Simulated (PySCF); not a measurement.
## Radiative rates from a computed spectrum

C₅H₆Cl₂O₂.
SMILES: `O=C1C[C@@H](Cl)[C@@H](Cl)CO1`

The calculation used TDDFT B3LYP/def2-SVPD, vertical, gas phase, core orbitals frozen in the response in PySCF 2.14.0, density-fitted response routines. The structure is a single GFN2-xTB conformer in the gas phase; no vibrational or solvent corrections.

Computed singlets with f of 0.002 or more:

```json
{"state": "S2", "E (eV)": "6.65", "f": "0.015"}
{"state": "S3", "E (eV)": "6.82", "f": "0.0044"}
{"state": "S5", "E (eV)": "6.93", "f": "0.0054"}
{"state": "S7", "E (eV)": "7.20", "f": "0.015"}
{"state": "S8", "E (eV)": "7.29", "f": "0.017"}
```

Task: Turn these into Einstein A coefficients, radiative lifetimes, transition dipoles and integrated cross-sections.

Result: A / s⁻¹ = 0.6670 f (ν̃ / cm⁻¹)² and τ = 1/A in vacuum; |μ| follows from f = (2/3) ΔE |μ|² (atomic units, 1 au = 2.5417 D); ∫σ dE = 109.76 f Mb·eV.

```json
{"state": "S2", "A (s⁻¹)": "2.8×10⁷", "τ": "36 ns", "|μ| (D)": "0.76", "∫σ dE (Mb·eV)": "1.6"}
{"state": "S3", "A (s⁻¹)": "9.0×10⁶", "τ": "110 ns", "|μ| (D)": "0.41", "∫σ dE (Mb·eV)": "0.49"}
{"state": "S5", "A (s⁻¹)": "1.1×10⁷", "τ": "89 ns", "|μ| (D)": "0.45", "∫σ dE (Mb·eV)": "0.59"}
{"state": "S7", "A (s⁻¹)": "3.4×10⁷", "τ": "30 ns", "|μ| (D)": "0.74", "∫σ dE (Mb·eV)": "1.6"}
{"state": "S8", "A (s⁻¹)": "3.9×10⁷", "τ": "25 ns", "|μ| (D)": "0.79", "∫σ dE (Mb·eV)": "1.9"}
```

Leading configurations: S2 H→L+1 (32%); S3 H-1→L (46%); S5 H-2→L (46%); S7 H-3→L (40%); S8 H-1→L+1 (56%) (H = HOMO, L = LUMO).

The rates are for emission to S0 at the absorption energy, with no other channel.

Task: How much energy does a mole of photons resonant with S8 carry?

Result: 7.287 eV × 96.485 = 703 kJ/mol (168 kcal/mol).

Task: By what factor does the largest A in the list exceed the smallest?

Result: S8 has 4.4 times the rate of S3.

Task: Suppose S2 emitted 0.3 eV lower with the same transition dipole. How would A change?

Result: At fixed |μ|, A goes as the cube of the energy: (6.35/6.65)³ = 0.87, which makes τ about 41 ns.

The run took 45 s of wall time on an x86-64 server with one thread, on a shared host.
